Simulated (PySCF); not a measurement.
From one molecule to another.

First species: C₃HMgN.
SMILES with atom numbers: `[N:1]#[C:2][C:3]#[C:4][MgH:5]` (hydrogens: H6 on Mg5)

Second species: C6H11N.
SMILES: `N=C1CCCCC1`

Levels: CAM-B3LYP/def2-SVPD for HOMO energy, LUMO energy, HOMO–LUMO gap and static isotropic polarisability; TDDFT CAM-B3LYP/def2-SVPD for lowest singlet excitation; TDA CAM-B3LYP/def2-SVPD for lowest triplet excitation (Tamm–Dancoff); ΔSCF CAM-B3LYP/def2-SVPD for vertical ionisation energy. Geometries: PBE0-D3(BJ)/def2-SVP. Each structure is a single optimised conformer of the isolated species, non-relativistic unless stated; the electronic structure was computed with PySCF and density fitting.

```csv
property,column X,column Y
HOMO energy,-8.70 eV,-9.55 eV
LUMO energy,0.93 eV,-0.91 eV
HOMO–LUMO gap,9.63 eV,8.64 eV
lowest singlet excitation,5.45 eV,4.66 eV
lowest triplet excitation (Tamm–Dancoff),4.69 eV,3.83 eV
static isotropic polarisability,76.3 au,67.2 au
vertical ionisation energy,9.50 eV,10.55 eV
```

(1) Which column belongs to which species?

(2) How does each property change from the first species to the second?

Answers

(1) Column X is the second species and column Y the first. The first has 6 atoms and 38 electrons, the second 18 and 54.

(2) HOMO energy +0.85 eV; LUMO energy +1.84 eV; HOMO–LUMO gap +0.99 eV; lowest singlet excitation +0.79 eV; lowest triplet excitation (Tamm–Dancoff) +0.86 eV; static isotropic polarisability +9.1 au; vertical ionisation energy -1.05 eV.

On the first: No computed singlet falls in the visible range (750 to 380 nm, 1.65 to 3.26 eV); S1 lies 1.40 eV above its blue end. The principal polarisabilities are 44.9, 44.9 and 111.8 au; their mean is the isotropic value.

On the second: The principal polarisabilities are 64.2, 76.5 and 88.1 au; their mean is the isotropic value. S1 lies 4.18 eV below the HOMO–LUMO gap; its leading configuration is HOMO→LUMO, weight 0.64.
